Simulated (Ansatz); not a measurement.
Born–Oppenheimer molecular dynamics of GaH4N (6 atoms, charge 0, multiplicity 1). It starts at the highest image of a converged band. Of that band: The profile has 2 maxima (images 2, 5) with wells between them (image 3): this band takes more than one step, which may be the mechanism or a detour left from its start path. Neighbouring images differ by up to 2.1 eV, so the band resolves the path poorly. A vibrational analysis at the climbing image gives one clearly imaginary mode, 1390i cm⁻¹: a first-order saddle point.

Computed with RKS B3LYP-D4/def2-SVP (Ansatz 0.2.0).

| Quantity | Value |
| --- | --- |
| ensemble | NVE (velocity Verlet) |
| time step | 0.5 fs |
| steps asked | 200 |
| starting velocities drawn for | 300 K |
| seed | 6901 |

Frames 5 fs apart, positions in Å, forces in eV/Å.

Velocities at 30 fs (Å/ps):

```
Ga -1.89 2.02 -4.88
N 0.69 -7.82 19.56
H -32.33 24.72 -42.08
H 9.35 -11.30 -18.55
H 122.36 -28.27 64.21
H 21.82 -15.99 61.89
```

```xyz
6
Properties=species:S:1:pos:R:3:forces:R:3 time_fs=30 energy_less_start_eV=-1.778 T=3717
Ga 0.339 0.457 -0.363 -0.25 -0.04 -0.43
N 1.212 -0.187 1.710 0.08 0.15 0.15
H 0.461 -0.319 2.401 0.54 -1.32 -0.06
H 1.490 0.724 2.004 0.58 1.57 -0.07
H 2.123 -0.688 1.791 -1.25 -0.41 0.32
H -1.240 -0.062 0.156 0.30 0.06 0.08
6
Properties=species:S:1:pos:R:3:forces:R:3 time_fs=35 energy_less_start_eV=-1.322 T=2856
Ga 0.329 0.466 -0.388 -0.28 -0.38 0.19
N 1.247 -0.230 1.804 3.58 1.12 0.31
H 0.319 -0.352 2.274 1.52 -0.46 0.19
H 1.564 0.785 1.911 -0.93 -1.41 0.09
H 2.255 -0.725 2.107 -4.12 0.91 -0.55
H -1.097 -0.129 0.464 0.24 0.22 -0.23
6
Properties=species:S:1:pos:R:3:forces:R:3 time_fs=40 energy_less_start_eV=-1.550 T=3278
Ga 0.319 0.475 -0.412 -0.34 -0.50 0.43
N 1.309 -0.251 1.885 1.35 -3.03 -0.13
H 0.416 -0.495 2.216 -1.84 0.38 0.22
H 1.501 0.705 1.852 0.40 2.05 0.80
H 1.909 -0.798 2.526 0.46 0.79 -0.70
H -0.902 -0.146 0.713 -0.03 0.31 -0.62
6
Properties=species:S:1:pos:R:3:forces:R:3 time_fs=45 energy_less_start_eV=-1.040 T=2312
Ga 0.307 0.482 -0.435 0.00 -0.33 0.26
N 1.368 -0.289 1.961 -0.05 -1.12 3.02
H 0.349 -0.539 2.157 1.51 0.90 -0.58
H 1.447 0.792 1.982 -0.03 -2.21 0.94
H 1.850 -0.843 2.873 -0.92 2.53 -3.10
H -0.719 -0.092 0.825 -0.50 0.23 -0.54
6
Properties=species:S:1:pos:R:3:forces:R:3 time_fs=50 energy_less_start_eV=-1.288 T=2770
Ga 0.295 0.488 -0.457 0.40 -0.01 -0.29
N 1.424 -0.340 2.052 1.33 0.03 -0.31
H 0.438 -0.449 2.013 -1.47 -1.03 0.31
H 1.411 0.618 2.287 0.17 2.67 -0.50
H 1.771 -0.554 2.971 0.26 -1.69 0.74
H -0.650 0.014 0.820 -0.69 0.02 0.04
6
Properties=species:S:1:pos:R:3:forces:R:3 time_fs=55 energy_less_start_eV=-0.833 T=1914
Ga 0.284 0.493 -0.480 0.29 0.00 -0.20
N 1.483 -0.370 2.139 -0.45 2.04 4.16
H 0.420 -0.517 1.937 1.83 -0.24 1.20
H 1.412 0.672 2.468 0.13 -1.54 -1.34
H 1.801 -0.633 3.256 -1.51 -0.24 -3.90
H -0.735 0.129 0.811 -0.29 -0.04 0.09
6
Properties=species:S:1:pos:R:3:forces:R:3 time_fs=60 energy_less_start_eV=-1.285 T=2768
Ga 0.274 0.499 -0.504 -0.19 -0.14 0.38
N 1.539 -0.370 2.263 1.00 -1.47 -2.23
H 0.627 -0.667 2.068 -2.38 -0.23 -1.28
H 1.446 0.586 2.412 -0.03 2.31 1.11
H 1.608 -0.910 3.073 1.34 -0.54 2.40
H -0.884 0.239 0.812 0.27 0.07 -0.38
6
Properties=species:S:1:pos:R:3:forces:R:3 time_fs=65 energy_less_start_eV=-0.756 T=1767
Ga 0.264 0.504 -0.526 -0.23 -0.08 0.36
N 1.591 -0.385 2.361 -2.12 -2.65 1.11
H 0.627 -0.787 2.046 1.65 1.62 0.29
H 1.477 0.681 2.521 -0.05 -2.55 0.80
H 1.657 -1.155 3.240 0.38 3.65 -2.23
H -0.979 0.363 0.733 0.37 0.00 -0.33
6
Properties=species:S:1:pos:R:3:forces:R:3 time_fs=70 energy_less_start_eV=-1.259 T=2717
Ga 0.253 0.509 -0.547 0.25 0.02 -0.21
N 1.620 -0.430 2.455 2.47 0.64 -1.51
H 0.785 -0.657 2.025 -2.48 -1.25 -0.53
H 1.493 0.458 2.824 -0.39 2.77 0.55
H 1.862 -0.913 3.264 0.19 -2.12 1.47
H -0.995 0.487 0.586 -0.05 -0.06 0.22
6
Properties=species:S:1:pos:R:3:forces:R:3 time_fs=75 energy_less_start_eV=-0.734 T=1723
Ga 0.243 0.514 -0.569 0.54 0.00 -0.44
N 1.668 -0.453 2.533 -0.51 1.25 3.09
H 0.707 -0.673 2.043 2.04 -0.29 2.21
H 1.461 0.444 3.131 0.13 -1.46 -1.88
H 2.028 -1.017 3.470 -1.86 0.54 -3.46
H -1.021 0.600 0.485 -0.34 -0.04 0.47
6
Properties=species:S:1:pos:R:3:forces:R:3 time_fs=80 energy_less_start_eV=-1.228 T=2664
Ga 0.234 0.519 -0.592 -0.04 0.00 0.15
N 1.716 -0.451 2.639 1.82 -1.04 -1.84
H 0.850 -0.804 2.392 -2.96 -0.75 -1.65
H 1.433 0.310 3.164 -0.23 2.19 2.08
H 1.935 -1.235 3.216 1.21 -0.34 1.29
H -1.108 0.703 0.480 0.20 -0.06 -0.04
6
Properties=species:S:1:pos:R:3:forces:R:3 time_fs=85 energy_less_start_eV=-0.656 T=1573
Ga 0.226 0.524 -0.615 -0.33 0.05 0.43
N 1.759 -0.458 2.720 -3.17 -3.28 1.57
H 0.765 -0.957 2.575 1.85 1.92 -0.31
H 1.438 0.344 3.409 1.14 -2.37 -0.86
H 2.050 -1.460 3.227 0.06 3.79 -0.54
H -1.154 0.791 0.473 0.46 -0.11 -0.28
```

Of the whole run (100 fs, mean temperature of the second half 2235 K): The conserved energy stayed within 2.7 meV per atom of its start (net change -0.59 meV per atom), so the integration is sound. The kinetic energy rose, since the run started high on the potential surface and went downhill. It ends in pieces (GaH + H3N), so much of that is their flight and rotation, not heat. A run of 0.1 ps of so small a system gives no equilibrium averages. The orbitals stay closed-shell, which can raise the energy where a bond breaks towards radicals; this wasn't checked here.

Run time: 5.6 min on 1 thread of Arm Neoverse V1, on a shared host, peak memory 0.12 GiB.
